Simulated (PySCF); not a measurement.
Identify the unknown among the candidates.

All candidates are C7H9NO.

* UV, first state: lowest singlet excitation: 4.93 eV (251 nm, f = 0.076) [TDDFT CAM-B3LYP/def2-SVPD]
* Dipole: 3.62 D [CAM-B3LYP/def2-SVPD]
* Rotational structure: rotational constants A, B, C: 2.745, 1.176, 0.986 GHz [PBE0-D3(BJ)/def2-SVP]
* Polarisability: 98.4 au [CAM-B3LYP/def2-SVPD]
* UV, strongest line: among the 6 lowest singlet transitions: S3 at 5.53 eV (224 nm, f = 0.343) [TDDFT CAM-B3LYP/def2-SVPD]

The electronic properties come from PySCF, for the isolated species, density fitting. Levels stand in brackets. One conformer (not necessarily the lowest) at the PBE0-D3(BJ)/def2-SVP geometry, without solvent, vibrations or thermal averaging.

Question: Which candidate is it?
A. `C=CC(=C)C(=C)C(N)=O`
B. `COc1ccccc1N`
C. `N#CC[C@@H]1CC[C@H]2O[C@@H]12`

Answer: A. It is `C=CC(=C)C(=C)C(N)=O`. Numbering: `[CH2:1]=[CH:2][C:3](=[CH2:4])[C:5](=[CH2:6])[C:7]([NH2:8])=[O:9]`. Its formula, C7H9NO, gives 4 degrees of unsaturation: 0 rings and 4 π bonds in the structure found. The optimised geometry has point group C1 and is an asymmetric top.

The others, at the same levels:
- `COc1ccccc1N` fails: its computed static isotropic polarisability is 96.7 au (against 98.4 au), rotational constant A is 2.590 GHz (against 2.745 GHz) and dipole moment is 1.54 D (against 3.62 D).
- `N#CC[C@@H]1CC[C@H]2O[C@@H]12` fails: its computed lowest singlet excitation is 7.56 eV (164 nm, f = 0.001) (against 4.93 eV), strongest line among the 6 lowest singlet transitions is S6 at 8.25 eV (150 nm, f = 0.034) (against S3 at 5.53 eV) and static isotropic polarisability is 80.6 au (against 98.4 au).

Each candidate is one conformer, not necessarily the lowest. The conformers computed, where there is a choice (atom-mapped SMILES and torsion angles):
- `[CH2:1]=[CH:2][C:3](=[CH2:4])[C:5](=[CH2:6])[C:7]([NH2:8])=[O:9]`: C1–C2–C3–C4 -164°, C2–C3–C5–C6 39°, C3–C5–C7–N8 -144°, H–N8–C7–C5 15°, H–N8–C7–C5 180°
- `[CH3:1][O:2][c:3]1[cH:4][cH:5][cH:6][cH:7][c:8]1[NH2:9]`: C1–O2–C3–C4 0°, H–N9–C8–C7 163°, H–N9–C8–C7 25°

The conformers of `N#CC[C@@H]1CC[C@H]2O[C@@H]12` aren't listed.
